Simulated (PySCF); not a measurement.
## One molecule, many functionals

Species: diboron dioxide, B2O2.
InChI=1S/B2O2/c3-1-2-4

Linear-response calculations in the def2-SVPD basis (PySCF; singlets by full response, triplets Tamm–Dancoff, core orbitals frozen in the response; HF means time-dependent Hartree–Fock). 'Strongest' is the level of largest summed f among the singlets computed (10 roots, of which the last may lack a degenerate partner); it can jump between rows when another state enters that window. S1 is the lowest singlet of each run and needn't be the same state throughout; f(S1) is that of one state. Isolated species at its PBE0-D3(BJ)/def2-SVP geometry, gas phase.

| functional | kind | S1 (eV) | f(S1) | strongest (eV) | T1 (eV) | HOMO (eV) | gap (eV) | ionisation energy, ΔSCF (eV) |
| --- | --- | --- | --- | --- | --- | --- | --- | --- |
| LDA | LDA | 6.15 | 0.000 | 7.40 | 5.51 | -9.79 | 6.15 | 13.53 |
| PBE | GGA | 6.13 | 0.000 | 7.44 | 5.36 | -9.55 | 6.13 | 13.20 |
| B3LYP | global hybrid, 20% exact exchange | 6.41 | 0.000 | 8.12 | 5.59 | -10.79 | 8.05 | 13.46 |
| PBE0 | global hybrid, 25% exact exchange | 6.49 | 0.000 | 8.26 | 5.58 | -11.09 | 8.55 | 13.48 |
| BHandHLYP | global hybrid, 50% exact exchange | 6.71 | 0.000 | 8.93 | 5.82 | -12.50 | 10.94 | 13.53 |
| CAM-B3LYP | range-separated hybrid | 6.68 | 0.000 | 8.57 | 5.82 | -12.55 | 11.16 | 13.79 |
| wB97X-D | range-separated hybrid | 6.70 | 0.000 | 8.57 | 5.82 | -13.00 | 12.34 | 13.72 |
| HF | Hartree–Fock | 7.01 | 0.000 | 10.53 | 5.87 | -14.83 | 15.65 | not settled |

Problem. What does LC-wPBE (range-separated hybrid) give?

Solution. S1 (eV) 6.98, f(S1) 0.000, strongest (eV) 8.85, T1 (eV) 5.97, HOMO (eV) -14.00, gap (eV) 13.81, ionisation energy, ΔSCF (eV) 14.16. S1 runs from 6.13 eV (PBE) to 7.01 eV (HF), a spread of 0.87 eV, while the orbital gap spreads over 9.5 eV. Along PBE (0%), B3LYP (20%), PBE0 (25%), BHandHLYP (50%), HF (100%) S1 rises with the share of exact exchange. −ε(HOMO) comes closest to its own ΔSCF ionisation energy with LC-wPBE (-0.16 eV) and misses most with LDA (-3.74 eV). 'Not settled' means that the ion's SCF failed to converge or may have ended in another state than the lowest.
